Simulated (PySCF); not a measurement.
# TDDFT excited states: C4H7ClSSi

Compound: C₄H₇ClSSi.
Bonds: Si1–C2, C2–C3, C3–C4, C4–Cl5, C4–C6 (double), C6–S7 (double). Hydrogens: H8, H9, H10 on Si1; H11, H12 on C2; H13, H14 on C3.

Method: TDDFT CAM-B3LYP/def2-SVPD, vertical, gas phase, core orbitals frozen in the response (PySCF 2.14.0, density-fitted response routines). Geometry: GFN2-xTB, one conformer, isolated molecule. Torsions of this conformer, `[SiH3:1][CH2:2][CH2:3][C:4]([Cl:5])=[C:6]=[S:7]`: Si1–C2–C3–C4 179°, C2–C3–C4–Cl5 -69°.

| state | λ (nm) | E (eV) | f | \|μ\| (D) | main configurations (H = HOMO, L = LUMO) |
| --- | --- | --- | --- | --- | --- |
| S1 | 663.2 | 1.87 | 0.0001 | 0.09 | H→L (99%) |
| S2 | 239.2 | 5.18 | 0.0001 | 0.09 | H-3→L (56%), H-4→L (12%), H-5→L (11%) |
| S3 | 229.1 | 5.41 | 0.0031 | 0.39 | H-1→L (27%), H→L+2 (27%), H-2→L (17%) |
| S4 | 218.7 | 5.67 | 0.0048 | 0.47 | H-2→L (63%), H-1→L (24%) |
| S5 | 213.8 | 5.80 | 0.024 | 1.05 | H→L+1 (40%), H→L+3 (31%), H→L+2 (23%) |
| S6 | 195.5 | 6.34 | 0.0002 | 0.10 | H→L+4 (35%), H→L+3 (12%) |
| S7 | 193.0 | 6.42 | 0.444 | 4.27 | H-1→L (35%), H→L+1 (15%), H→L+2 (10%) |
| S8 | 186.9 | 6.63 | 0.551 | 4.68 | H-3→L (16%), H→L+2 (14%), H-6→L (10%) |

Triplets (Tamm–Dancoff): T1 1.51 eV, H→L (98%); T2 3.62 eV, H-2→L (36%), H-1→L (23%), H-4→L (19%); T3 3.97 eV, H→L+2 (59%), H→L+1 (25%).

The lowest singlet lies at 1.87 eV (663 nm, visible) and is dark (f under 0.0005); its leading configuration is HOMO→LUMO (99%). The most intense listed level is S8 at 6.63 eV (187 nm, f = 0.551), 4.76 eV above S1. It is the last of those listed, so stronger ones may follow. Löwdin shares by element: HOMO carbon 41% or more, sulfur 39%, chlorine 13%; LUMO carbon 44% or more, sulfur 40%, chlorine 12%. The listed states span 4.76 eV, and the widest gap between neighbours is 3.31 eV (S1 to S2). The oscillator strengths of these states sum to 1.027; summed over the whole spectrum of an exact calculation they would give the number of electrons, 78 (Thomas–Reiche–Kuhn). Of the 8 states listed, 3 reach f = 0.01 and 3 stay under 0.0005. S1 lies in the visible range (380 to 750 nm), at 663 nm, dark in the vertical dipole picture (f under 0.0005); light of that wavelength is red, and its complementary colour is blue-green. The window holds the lowest 8 singlets.

The run took 42 s of wall time (grids of density and orbitals included) on one thread, AMD EPYC 7R43 (x86_64), on a shared host, and the process peaked at 0.98 GiB of memory.
